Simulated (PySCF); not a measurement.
SMILES [GeH3][Se][SeH] (PBE0/def2-SVP optimised geometry):

```
7

Se    -1.285    -1.463     1.923
Se    -0.377     0.007     3.510
H      0.922    -0.681     3.642
Ge    -0.498    -0.325     0.000
H     -1.040    -1.114    -1.208
H     -1.037     1.114     0.000
H      1.040    -0.325     0.000
```

Method: PBE0/def2-TZVP in PySCF.

Q: What are the frontier orbital energies and the dipole moment?

A: HOMO-2 -9.09 eV, HOMO-1 -7.06 eV, HOMO -6.94 eV, LUMO -1.75 eV, LUMO+1 -0.40 eV; dipole moment 1.24 D.

On the same geometry PBE/def2-TZVP run with PySCF gives HOMO-2 -7.94 eV, HOMO-1 -5.92 eV, HOMO -5.83 eV, LUMO -2.61 eV, LUMO+1 -1.25 eV; dipole moment 1.11 D.

Meta-Löwdin charges at PBE0/def2-TZVP: Se1 -0.15, Se2 -0.07, H3 0.07, Ge4 0.29, H5 -0.05, H6 -0.04, H7 -0.05.
